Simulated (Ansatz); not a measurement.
`CB([SiH3])BCl` + H₂S → `CB([SiH3])S` + `BCl`  (cleavage of the B–B bond)

Program: Ansatz. Geometries: PBE0-D4/def2-TZVP. ΔE: electronic, gas phase. CBS: MP2 limit from def2 TZ/QZ plus the TZ coupled-cluster correction, frozen cores. This one scheme is used for every species. Functionals use def2-TZVPP. One conformer a species, not always the lowest.

```
             level  ΔE (kJ/mol)  difference from CCSD(T)/CBS
            PBE-D4        -98.6                          5.4
         r2SCAN-D4       -101.0                          3.0
               PBE        -99.0                          5.0
              PBE0       -100.4                          3.6
     HF/def2-TZVPP       -102.1                          1.9
    MP2/def2-TZVPP       -113.0                         -9.0
SCS-MP2/def2-TZVPP       -110.1                         -6.1
     HF/def2-QZVPP       -101.2                          2.8
    MP2/def2-QZVPP       -112.2                         -8.2
SCS-MP2/def2-QZVPP       -109.3                         -5.3
       CCSD(T)/CBS       -104.0                            0
```

Largest T1 diagnostic among the species: 0.014.
